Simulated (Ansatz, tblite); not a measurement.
Removing and adding an electron: In(PH3)F3 (InPH₃F₃). The state is a singlet with charge 0. Geometry: r2SCAN-D4/def2-SVP. Ansatz, gas phase; energy differences of separate SCF runs; the oxidised species was run as a doublet alone; the reduced species was run as a doublet alone.

```xyz
8

In    0.375    1.127    0.941
P    -0.303   -0.907   -0.760
H    -0.680   -0.572   -2.083
H    -1.393   -1.736   -0.400
H     0.673   -1.896   -1.031
F    -1.284    2.158    0.806
F     1.950    1.778   -0.023
F     0.663    0.047    2.549
```

In the def2 sets In takes a core potential; there is no spin–orbit coupling. The xTB rows come from tblite.

```json
{"level": "PBE-D4/def2-TZVP", "−HOMO (eV)": "8.14", "vertical IE (eV)": "11.02", "−LUMO (eV)": "3.00", "vertical EA (eV)": "–", "HOMO–LUMO gap (eV)": "5.14", "IE − EA (eV)": "–", "remarks": "–"}
{"level": "PBE-D4/def2-TZVPD", "−HOMO (eV)": "8.23", "vertical IE (eV)": "–", "−LUMO (eV)": "3.12", "vertical EA (eV)": "0.78", "HOMO–LUMO gap (eV)": "5.11", "IE − EA (eV)": "–", "remarks": "HOMO above zero (-1 doublet)"}
{"level": "r2SCAN-D4/def2-TZVP", "−HOMO (eV)": "8.53", "vertical IE (eV)": "11.30", "−LUMO (eV)": "2.72", "vertical EA (eV)": "–", "HOMO–LUMO gap (eV)": "5.81", "IE − EA (eV)": "–", "remarks": "–"}
{"level": "r2SCAN-D4/def2-TZVPD", "−HOMO (eV)": "8.58", "vertical IE (eV)": "–", "−LUMO (eV)": "2.79", "vertical EA (eV)": "0.54", "HOMO–LUMO gap (eV)": "5.79", "IE − EA (eV)": "–", "remarks": "HOMO above zero (-1 doublet)"}
```

(1) Estimate the rows for GFN1-xTB, GFN2-xTB, PBE0-D4/def2-TZVP, PBE0-D4/def2-TZVPD.

Answers

(1) 
```csv
level,−HOMO (eV),vertical IE (eV),−LUMO (eV),vertical EA (eV),HOMO–LUMO gap (eV),IE − EA (eV),remarks
GFN1-xTB,12.72,15.70,8.88,6.09,3.84,9.61,–
GFN2-xTB,12.83,15.59,9.19,5.97,3.64,9.62,–
PBE0-D4/def2-TZVP,9.76,11.75,2.05,–,7.71,–,–
PBE0-D4/def2-TZVPD,9.80,–,2.17,0.58,7.63,–,HOMO above zero (-1 doublet)
```

   A HOMO above zero means that the electron is unbound at that level or that self-interaction error raises the level; the energy of removing that electron tells which. Raw xTB energy differences between charge states are shifted by several eV; the methods need an empirical correction for them.
